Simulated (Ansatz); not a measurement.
The cluster Li5Si, relaxed as a doublet with UKS PBE-D4/def2-TZVP in Ansatz, starting from the GFN2-xTB geometry. Force threshold 0.02 eV/Å.

The structure comes from a short search, and lower isomers may exist.

Start:

Cartesian coordinates in Å:
```
Li 0.5562 -1.7314 -0.8638
Li 0.6072 0.5355 1.4009
Li -1.8973 -0.9299 -2.0615
Li 1.4314 1.3150 3.4575
Li 0.4495 0.7229 -1.9467
Si -1.1470 0.0878 0.0135
```

```json
{"step": "1", "energy (eV)": "-8892.1923", "largest force component (eV/Å)": "0.796", "SCF passes": "76"}
{"step": "2", "energy (eV)": "-8892.6232", "largest force component (eV/Å)": "0.328", "SCF passes": "56"}
{"step": "3", "energy (eV)": "-8892.7357", "largest force component (eV/Å)": "0.243", "SCF passes": "46"}
{"step": "4", "energy (eV)": "-8892.7518", "largest force component (eV/Å)": "0.261", "SCF passes": "46"}
{"step": "5", "energy (eV)": "-8892.7931", "largest force component (eV/Å)": "0.170", "SCF passes": "47"}
{"step": "6", "energy (eV)": "-8892.8561", "largest force component (eV/Å)": "0.228", "SCF passes": "45"}
{"step": "7", "energy (eV)": "-8892.9157", "largest force component (eV/Å)": "0.219", "SCF passes": "44"}
{"step": "8", "energy (eV)": "-8892.9891", "largest force component (eV/Å)": "0.263", "SCF passes": "45"}
{"step": "9", "energy (eV)": "-8893.0805", "largest force component (eV/Å)": "0.338", "SCF passes": "42"}
{"step": "10", "energy (eV)": "-8893.1938", "largest force component (eV/Å)": "0.413", "SCF passes": "42"}
{"step": "11", "energy (eV)": "-8893.3357", "largest force component (eV/Å)": "0.483", "SCF passes": "43"}
{"step": "12", "energy (eV)": "-8893.4931", "largest force component (eV/Å)": "0.543", "SCF passes": "40"}
{"step": "13", "energy (eV)": "-8893.6644", "largest force component (eV/Å)": "0.545", "SCF passes": "39"}
{"step": "14", "energy (eV)": "-8893.8136", "largest force component (eV/Å)": "0.416", "SCF passes": "40"}
{"step": "15", "energy (eV)": "-8893.9131", "largest force component (eV/Å)": "0.260", "SCF passes": "40"}
{"step": "16", "energy (eV)": "-8893.9807", "largest force component (eV/Å)": "0.182", "SCF passes": "39"}
{"step": "17", "energy (eV)": "-8894.0279", "largest force component (eV/Å)": "0.408", "SCF passes": "36"}
{"step": "18", "energy (eV)": "-8894.0299", "largest force component (eV/Å)": "0.304", "SCF passes": "38"}
{"step": "19", "energy (eV)": "-8894.0690", "largest force component (eV/Å)": "0.774", "SCF passes": "37"}
{"step": "20 (rejected)", "energy (eV)": "-8894.0573", "largest force component (eV/Å)": "0.409", "SCF passes": "37"}
{"step": "21", "energy (eV)": "-8894.0739", "largest force component (eV/Å)": "0.273", "SCF passes": "37"}
{"step": "22", "energy (eV)": "-8894.0854", "largest force component (eV/Å)": "0.271", "SCF passes": "37"}
{"step": "23", "energy (eV)": "-8894.1005", "largest force component (eV/Å)": "0.119", "SCF passes": "36"}
{"step": "24 (rejected)", "energy (eV)": "-8894.0849", "largest force component (eV/Å)": "0.073", "SCF passes": "36"}
{"step": "25 (rejected)", "energy (eV)": "-8894.0979", "largest force component (eV/Å)": "0.582", "SCF passes": "33"}
{"step": "26", "energy (eV)": "-8894.1012", "largest force component (eV/Å)": "0.073", "SCF passes": "31"}
{"step": "27 (rejected)", "energy (eV)": "-8894.0993", "largest force component (eV/Å)": "0.498", "SCF passes": "33"}
{"step": "28", "energy (eV)": "-8894.1016", "largest force component (eV/Å)": "0.018", "SCF passes": "31"}
```

Force components are those of the run's own axes.

End:

Cartesian coordinates in Å:
```
Li 0.752 -1.706 -0.152
Li 2.015 1.177 0.606
Li -2.249 -0.598 -0.575
Li -0.548 -0.103 2.348
Li 0.271 0.671 -2.286
Si -0.240 0.559 0.059
```

Bonds lost: Li1–Li3, Li1–Li5, Li2–Li4, Li3–Li5 (atoms count from 1). Bonds formed: Li4–Si6 (atoms count from 1).

No frequencies were taken in this run, so the end may be a saddle point.

Run time 26 s (4 threads of Intel Xeon 6975P-C on a shared host).
